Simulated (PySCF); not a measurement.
Simulated Cl 2p region for Si(CF3)2Cl2 (`FC(F)(F)[Si](Cl)(Cl)C(F)(F)F`), binding energy against the vacuum level.

Every computed line was given a Gaussian of 0.6 eV full width at half maximum and an area set by the number of equivalent atoms (split 2:1 within a doublet); the highest printed point is 100. The calculation used PySCF, delta-SCF UKS SCAN, pcX-2 on the ionised atom, pcseg-1 elsewhere, spin-free X2C.

binding energy (eV), intensity and a bar:
```
    206.4          0 
    206.5          1 
    206.6          4 #
    206.7         11 ###
    206.8         23 #######
    206.9         42 ############
    207.0         65 ###################
    207.1         87 ##########################
    207.2        100 ##############################
    207.3         98 ##############################
    207.4         83 #########################
    207.5         60 ##################
    207.6         37 ###########
    207.7         20 ######
    207.8          9 ###
    207.9          4 #
    208.0          1 
    208.1          1 
    208.2          1 
    208.3          3 #
    208.4          8 ##
    208.5         15 #####
    208.6         26 ########
    208.7         38 ###########
    208.8         47 ##############
    208.9         51 ###############
    209.0         46 ##############
    209.1         36 ###########
    209.2         25 #######
    209.3         14 ####
    209.4          7 ##
    209.5          3 #
    209.6          1 
    209.7          0
```

Task: Count the maxima, the lines and the sites behind this envelope.

Result: The curve has 2 maxima (at 207.2 and 208.9 eV). Under it lie 2 lines from 1 inequivalent chlorine site, drawn as a 2p3/2, 2p1/2 pair.

Task: Decompose the envelope and assign each component. Bonds: Si1–C2, Si1–C6, Si1–Cl10, Si1–Cl11, C2–F3, C2–F4, C2–F5, C6–F7, C6–F8, C6–F9.

Result: 
| position (eV) | relative area | line | atoms | environment |
| --- | --- | --- | --- | --- |
| 207.24 | 1.33 | Cl 2p3/2 | Cl10/Cl11 | chlorine bonded to Si |
| 208.89 | 0.67 | Cl 2p1/2 | Cl10/Cl11 | chlorine bonded to Si |

Task: What are the centre and the root-mean-square width of the whole band?

Result: The area-weighted mean of the lines is 207.79 eV. Their own spread about it is 0.78 eV (rms) and each Gaussian has σ = 0.6/2.355 = 0.25 eV; the variances add, which gives 0.82 eV.

Shake-up satellites, vibrational structure and lifetime widths aren't simulated. Topologically equivalent atoms share the value of their first member; where this conformer doesn't relate them by symmetry, their own values could differ. Spin–orbit coupling isn't in the SCF: each 2p doublet comes from a relaxed spin-free hole plus a matrix of the shell (mean-field spin–orbit coupling and the ground-state 2p splitting), with 2p3/2 averaged over its two sublevels. 2p1/2 minus 2p3/2 (ligand field included): Cl 1.65 eV. Isolated species at its PBE0-D3(BJ)/def2-SVP geometry, gas phase.

The run took 54 s wall on Arm Neoverse V1, one thread, shared host with 64 logical CPUs at a one-minute load of 30, and the process peaked at 0.90 GiB of memory.
